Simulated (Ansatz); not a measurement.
Species: GeH₃ (charge 0, doublet). 
Geometry from a B3LYP-D3(BJ)/def2-TZVP (Ansatz, a first-principles code) optimisation:
SMILES: [GeH3]
```xyz
4

Ge    -0.0167    -0.0237    -0.0294
H      0.5517    -0.9452     1.0702
H     -1.1244     0.8871     0.5402
H      1.1063     0.8180    -0.6708
```
Charge 0, spin multiplicity 2.

Quantity: vertical electron affinity (to the singlet state of charge -1; a negative value means that the extra electron is unbound and the number depends on the basis; each state is the SCF solution reached for its spin; the molecule has degenerate orbitals, so one determinant may break the symmetry), in eV. Cores are frozen in the correlated levels unless marked. UHF or UKS for open shells. Spin-orbit coupling is left out. The frozen core is the preceding noble-gas configuration, with the filled d and f shells of earlier blocks. No relativistic terms. Anions need diffuse functions: aug- sets have them; def2-D sets add few. CBS(X,Y): correlation extrapolated as X^-3; Hartree-Fock from the larger set.

CCSD(T)/CBS(aug-cc-pVTZ,aug-cc-pVQZ) (Ansatz) gives 1.02 eV.

**Question.** Another calculation gave 0.89 eV. Which level was it?
A. B3LYP/def2-TZVPD (Ansatz)
B. SVWN5/def2-TZVPD (Ansatz)
C. PBE0/def2-TZVPD (Ansatz)

**Answer.** A, B3LYP/def2-TZVPD (Ansatz). The others give 0.78 (PBE0), 1.06 (SVWN5) eV.
